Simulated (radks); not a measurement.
Fractional charge and spin in the 3s shell of silicon: the spin-up occupation runs from 0 to 1 and the spin-down occupation from 0 to 1; the fullest corner is Si2+, [Ne] 3s(up 1, down 1). All-electron calculation, non-relativistic Kohn-Sham, r2SCAN, spin-polarised, spherical densities, point nucleus; meta-GGA in the generalised Kohn-Sham scheme. Program: a radial shooting solver on a logarithmic mesh with Libxc functionals. Energy (eV) minus the two flat planes that join the four corners (they meet along the diagonal where the two added fractions sum to one electron); zero is where a piecewise linear energy would lie.

| down \ up | 0 | 0.25 | 0.5 | 0.75 | 1 |
|---|---|---|---|---|---|
| 0 | 0.000 | -0.666 | -1.000 | -0.799 | 0.000 |
| 0.25 | -0.666 | -0.577 | -0.146 | 0.811 | -0.680 |
| 0.5 | -1.000 | -0.146 | 1.060 | -0.247 | -0.975 |
| 0.75 | -0.799 | 0.811 | -0.247 | -0.790 | -0.765 |
| 1 | 0.000 | -0.680 | -0.975 | -0.765 | 0.000 |

Corners above the fullest one (they belong to Si3+ and the next ion): (up 1, down 0) 32.867 eV, (up 0, down 1) 32.867 eV, (up 0, down 0) 77.877 eV. With half an added electron in each spin the energy lies 1.060 eV from the planes (fractional-spin error, the static-correlation error of a stretched bond), and with half an added electron in spin up alone -1.000 eV (fractional-charge error). For a frontier s shell over closed shells the exact functional lies on the planes.
